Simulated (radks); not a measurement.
The numbers below are computed, except where a source is named.
Problem. Neutral tungsten: order these configurations by energy. Level of theory: scalar-relativistic Kohn-Sham, LDA (Slater exchange, Perdew-Wang correlation), spin-polarised, spherical densities, finite nucleus; Fermi nuclear charge, rms radius of each element as measured or else 0.836 A^(1/3) + 0.57 fm (a radial shooting solver on a logarithmic mesh with Libxc functionals). Open shells are filled with parallel spins first. [Xe] 4f14 5d3 6s2 6p1; [Xe] 4f14 5d4 6s1 6p1; [Xe] 4f14 5d4 6s2; [Xe] 4f14 5d5 6p1; [Xe] 4f14 5d5 6s1; [Xe] 4f14 5d6.

Solution. From the lowest, in eV above it: [Xe] 4f14 5d5 6s1 0.000; [Xe] 4f14 5d4 6s2 0.443; [Xe] 4f14 5d4 6s1 6p1 3.414; [Xe] 4f14 5d6 4.275; [Xe] 4f14 5d5 6p1 4.527; [Xe] 4f14 5d3 6s2 6p1 4.996.
